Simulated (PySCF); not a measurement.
Correlation energy of Ca²⁺ (calcium, charge +2)

[Ar], closed-shell 1S. Calculation: PySCF 2.14, in pcseg-2 (6s4p3d, 33 functions); no relativity, point nucleus. Frozen: [Ne] 3s2; 6 electrons correlated.

Total MP2 correlation energy: -130.31 mhartree.

Same-spin part -39.39 and opposite-spin part -90.92 mhartree; SCS-MP2 scales them by 1/3 and 6/5 to -122.24 mhartree.

| level | correlation energy (mhartree) |
| --- | --- |
| CCSD | -146.71 |
| (T) | -0.87 |
| CCSD(T) | -147.58 |

Diagnostics: T1 = 0.0019, D1 = 0.0026, largest double amplitude 0.029.

Question: Is a single reference adequate?

Answer: Yes: T1 lies below 0.03 and no double amplitude reaches 0.07.
